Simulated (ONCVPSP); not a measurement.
# What one change does to a pseudopotential (Ti, ONCV)

ONCVPSP 4.0.1 input, shortened (lines: element, Z, core and valence counts, functional; n l f; lmax; l rc ep ncon nbas qcut; lloc lpopt rc5 dvloc0; l nproj debl; icmod fcfact rcfact), PW91, non-relativistic:

```
  Ti 22.00    3    4  -109134      upf
    1    0    2.00
    2    0    2.00
    2    1    6.00
    3    0    2.00
    3    1    6.00
    3    2    3.00
    4    0    1.00
    2
    0    1.60    0.00    5    9    7.30
    1    1.00    0.00    4    7    6.80
    2    2.20    0.00    4    9    8.30
    4    1    0.80    0.00
    0    2    1.00
    1    2    1.60
    2    2    3.00
    0    0.00    0.00
```

Change: p: rc 0.88.

Cutoffs: the cutoffs (Ha) at which the residual kinetic energy of the hardest occupied pseudo-wave falls to 1 and 0.1 mHa per electron; they do not see the model core or the augmentation charge, which bear on the density cutoff. Errors are all-electron minus pseudo energies relative to the spin-unpolarised reference configuration.

How do hardness, ghosts and transferability respond?

The potential gets harder (53 Ha and 130 Ha → 57 Ha and 147 Ha); the errors of the 3 common tests hardly move; neither file shows a bound ghost. A smaller radius makes the pseudo-wave follow the all-electron one further in, where it bends more sharply, so more plane waves are needed.

```tsv
quantity	base	changed
cutoff, loose	53 Ha	57 Ha
cutoff, tight	130 Ha	147 Ha
loose cutoff by channel	s 21 Ha, p 53 Ha, d 23 Ha	s 21 Ha, p 57 Ha, d 23 Ha
bound ghosts	none	none
GHOST(+) flags under 300 eV	s at 258.2 eV	s at 258.2 eV
tests with a reliable result	3 of 4	3 of 4
error for 3s2 3p6 3d2 4s2, meV [ΔE -0.93 eV]	+32	+32
error for 3s2 3p6 3d2 4s1, meV [ΔE 6.40 eV]	+22	+22
error for 3s2 3p6 3d3 4s0, meV [ΔE 6.22 eV]	+5.4	+5.5
s: phases at 1.62 bohr within 0.05 rad from the reference energy up to (Ha; the scan ends near 5)	to the end of the scan	to the end of the scan
d: phases at 2.24 bohr within 0.05 rad from the reference energy up to (Ha; the scan ends near 5)	to the end of the scan	to the end of the scan
```
